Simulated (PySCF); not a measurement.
B3Cl3H3N3. Atoms are numbered in the order given.

```xyz
12

Cl     3.2172     0.0000     0.0000
B      1.4347     0.0000     0.0000
N      0.7073    -1.2251     0.0000
B     -0.7174    -1.2425     0.0000
Cl    -1.6086    -2.7862     0.0000
N     -1.4146     0.0000     0.0000
B     -0.7174     1.2425     0.0000
Cl    -1.6086     2.7862     0.0000
N      0.7073     1.2251     0.0000
H      1.2141    -2.1029     0.0000
H     -2.4282     0.0000     0.0000
H      1.2141     2.1029     0.0000
```

Geometry optimised at B3LYP-D3(BJ)/def2-SVP.

Level of theory: TDA-PBE0/def2-SVPD (PySCF 2.14.0).

Vertical excitations; the highest root listed may be one member of a degenerate set.  State labels are in the subgroup C2v.

**Question.** Give excitation energies, oscillator strengths and character. (The exact figures need the calculation; the answer reports its results.)

**Answer.** 
| state | symmetry | energy (eV) | λ (nm) | f | main pairs |
|---|---|---|---|---|---|
| S1 | B1 | 6.93 | 179 | 0.000 | HOMO−1→LUMO 48 %, HOMO→LUMO+1 48 % |
| S2 | A2 | 7.46 | 166 | 0.000 | HOMO→LUMO+2 (degenerate set) |
| S3 | B2 | 7.46 | 166 | 0.000 | HOMO−1→LUMO+2 (degenerate set) |
| S4 | B2 | 7.54 | 164 | 0.000 | HOMO−2→LUMO, HOMO−5→LUMO, HOMO−4→LUMO+1 (degenerate set) |
| S5 | A2 | 7.54 | 164 | 0.000 | HOMO−2→LUMO+1, HOMO−4→LUMO, HOMO−5→LUMO+1 (degenerate set) |
| S6 | A1 | 7.56 | 164 | 0.000 | HOMO→LUMO 48 %, HOMO−1→LUMO+1 48 % |
| T1 | A1 | 6.45 | 192 | 0 | HOMO→LUMO 47 %, HOMO−1→LUMO+1 47 % |
| T2 | A1 | 6.56 | 189 | 0 | HOMO−1→LUMO+1 46 %, HOMO→LUMO 46 % |
Triplets are in the Tamm–Dancoff approximation.
